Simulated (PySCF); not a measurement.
Cl3Ti (SMILES [Cl][Ti]([Cl])[Cl]), doublet, geometry from GFN2-xTB (such geometries of metal compounds can be far from the true shape). Base run: PySCF with DF-B3LYP/cc-pVDZ.

PySCF was given this input:
```python
from pyscf import gto, scf, dft

mol = gto.Mole()
mol.atom = '''
    Ti   -0.07313286   -0.25894649   -0.17957005
    Cl    2.02625162   -0.11980684   -0.40106979
    Cl   -0.74536583   -0.82514572    1.74484115
    Cl   -1.18624328    1.28005978   -1.11138659
'''
mol.basis = 'cc-pvdz'
mol.spin = 1
mol.verbose = 4
mol.build()

mf = dft.UKS(mol)
mf.xc = 'b3lyp'
mf = mf.density_fit(auxbasis='def2-universal-jkfit')
mf.kernel()
```

The base run was repeated with changes; each row names its change, and settings that it needs were set with it.

```
change                                                                                                                                                       basis functions       E (Eh)  HOMO (eV)  dipole (D)
-----------------------------------------------------------------------------------------------------------------------------------------------------------  ---------------  -----------  ---------  ----------
base                                                                                                                                                                      97  -2230.34806      -6.88        1.55
basis = x2c-SVPall; relativity = spin-free X2C; nucleus = Gaussian (with mol.nucmod = 'G'; without mf = mf.density_fit(auxbasis='def2-universal-jkfit'))                  90  -2238.32758      -6.72        1.50
basis = jorge-DZP-DKH; relativity = spin-free X2C; nucleus = Gaussian (with mol.nucmod = 'G'; without mf = mf.density_fit(auxbasis='def2-universal-jkfit'))              115  -2238.96211      -6.72        1.64
basis = x2c-TZVPall; relativity = none (without mf = mf.density_fit(auxbasis='def2-universal-jkfit'))                                                                    159  -2228.49947      -6.75        1.49
basis = x2c-SVPall; relativity = none (without mf = mf.density_fit(auxbasis='def2-universal-jkfit'))                                                                      90  -2228.26612      -6.72        1.53
basis = jorge-DZP-DKH; relativity = none (without mf = mf.density_fit(auxbasis='def2-universal-jkfit'))                                                                  115  -2228.82149      -6.75        1.68
basis = jorge-DZP-DKH; relativity = spin-free X2C (without mf = mf.density_fit(auxbasis='def2-universal-jkfit'))                                                         115  -2238.96528      -6.72        1.64
basis = x2c-TZVPall; relativity = spin-free X2C; nucleus = Gaussian (with mol.nucmod = 'G'; without mf = mf.density_fit(auxbasis='def2-universal-jkfit'))                159  -2238.99083      -6.69        1.45
basis = x2c-TZVPall; relativity = spin-free X2C (without mf = mf.density_fit(auxbasis='def2-universal-jkfit'))                                                           159  -2238.99387      -6.69        1.45
basis = x2c-SVPall; relativity = spin-free X2C (without mf = mf.density_fit(auxbasis='def2-universal-jkfit'))                                                             90  -2238.33043      -6.72        1.50
```

Absolute energies of different levels of theory aren't comparable as measures of quality.

Open shells are given as the SCF converged; they aren't shown to be the lowest states, and a large step between rows can be another state.

Basis sets contracted for a relativistic Hamiltonian are a mismatch without it, so the rows without relativity aren't non-relativistic limits. No row has spin-orbit coupling; sets with core potentials leave out the core electrons.
